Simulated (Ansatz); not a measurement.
Calculated with Ansatz (gas phase, PBE0-D4/def2-TZVP geometries, no zero-point term in ΔE). CCSD(T)/CBS adds triple-zeta CCSD(T) − MP2 to the extrapolated MP2 energy (def2 sets, frozen cores). DFT in def2-TZVPP. B3LYP here is the variant with VWN-RPA as its local correlation; programs differ in this. For Br outer-core shells are correlated without core-valence functions, which leaves a few kJ/mol of doubt a bond. Scalar relativity is left out up to krypton. Each species was taken in one conformer, which may not be the lowest.

Reaction (ligand exchange at the Si–O bond): `N[SiH](Cl)O[SiH3]` + HBr → `N[SiH](Cl)Br` + silanol

Q: Is it downhill or uphill in electronic energy at CCSD(T)/CBS, and by how much? (Best estimate.)

A: The calculation gave: Uphill: ΔE = +0.34 eV.

Q: What do these levels give: r2SCAN-D4, B97M-V, CAM-B3LYP-D4, ωB97X-V, BLYP, PBE0, B3LYP, LC-ωPBE, HF/def2-SVP, CCSD(T)/def2-SVP, CCSD/def2-TZVPP, HF/CBS(def2)? (Estimate.)

A: Ansatz gave: r2SCAN-D4 0.32, B97M-V 0.38, CAM-B3LYP-D4 0.44, ωB97X-V 0.35, BLYP 0.31, PBE0 0.24, B3LYP 0.35, LC-ωPBE 0.31, HF/def2-SVP 0.46, CCSD(T)/def2-SVP 0.42, CCSD/def2-TZVPP 0.42, HF/CBS(def2) 0.49 eV.

Largest T1 diagnostic among the species: 0.011.

From PBE to PBE0 (25 % exact exchange), in def2-TZVPP and without D4, ΔE moves by +0.04 eV. The D4 term adds +0.04 eV with B3LYP and +0.03 eV with PBE0; it sums over pairs of atoms, weighted by their polarisabilities, and B3LYP, whose exchange is more repulsive, gets the larger term.
